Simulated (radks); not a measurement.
Ionisation of the rhenium ion Re53+, [Ar] 3d4, to [Ar] 3d3 as the strength of local exchange is varied. Calculated with a radial shooting solver on a logarithmic mesh with Libxc functionals: scalar-relativistic Kohn-Sham, Slater X-alpha exchange (alpha = 2/3 is LDA exchange), no correlation, spin-polarised, spherical densities, point nucleus; open shells are filled with parallel spins first (spin-orbit coupling, left out, can overturn this in heavy ions).

| alpha | E(Re53+) (hartree) | exchange (hartree) | IE (eV) | -e of the level emptied (eV) | <r> of it (bohr) |
|---|---|---|---|---|---|
| 0.667 | -14095.7930 | -191.3846 | 5064.7 | 4998.3 (3d) | 0.1655 |
| 0.671 | -14096.9497 | -192.5436 | 5065.7 | 4999.4 (3d) | 0.1655 |
| 0.748 | -14119.2285 | -214.8823 | 5085.6 | 5019.5 (3d) | 0.1652 |
| 0.825 | -14141.5329 | -237.2711 | 5105.5 | 5039.7 (3d) | 0.1649 |
| x | -14128.4948 | -224.1806 | 5093.9 | 5027.9 (3d) | 0.1651 |

Which alpha was used in the last row?

Answer. alpha = 0.78. NIST Atomic Spectra Database: 5099 eV (theoretical). The Delta-SCF value meets it near alpha = 0.80. Open shells are spherical and high-spin; term and fine-structure splittings are not resolved. Spin-orbit splitting is averaged out at the scalar-relativistic level.
